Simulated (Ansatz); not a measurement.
Relaxation of H5Sn (6 atoms, charge 0, multiplicity 2), to a largest force component of 0.03 eV/Å in at most 50 steps.

Method: UKS PBE/def2-SVP (Ansatz).

```xyz
6
Properties=species:S:1:pos:R:3
Sn 0.001 0.000 -0.282
H 0.000 0.000 2.662
H 1.646 0.000 -0.854
H -0.822 1.425 -0.854
H -0.822 -1.425 -0.854
H 0.000 0.000 3.385
```

Problem. Where does it end, and by what steps?

Solution. It converged. The force dipped under the threshold on the way, but the program's further checks kept it going. After 4 steps the energy has fallen by 0.068 eV; H6 moved furthest, 0.48 Å.

```json
{"step": "0", "energy less start (eV)": "0.0000", "largest force component (eV/Å)": "1.975", "accepted": "yes"}
{"step": "1", "energy less start (eV)": "-0.0612", "largest force component (eV/Å)": "0.112", "accepted": "yes"}
{"step": "2", "energy less start (eV)": "-0.0659", "largest force component (eV/Å)": "0.042", "accepted": "yes"}
{"step": "3", "energy less start (eV)": "-0.0675", "largest force component (eV/Å)": "0.020", "accepted": "yes"}
{"step": "4", "energy less start (eV)": "-0.0679", "largest force component (eV/Å)": "0.007", "accepted": "yes"}
```

```xyz
6
Properties=species:S:1:pos:R:3
Sn 0.001 0.000 -0.499
H 0.000 0.000 3.097
H 1.640 0.000 -1.087
H -0.819 1.420 -1.087
H -0.819 -1.420 -1.087
H 0.000 0.000 3.866
```

Whether the end is a true minimum wasn't checked by a vibrational analysis.

Time of the run: 9.3 s on 1 thread of Arm Neoverse V1 (shared host), peak memory 0.11 GiB.
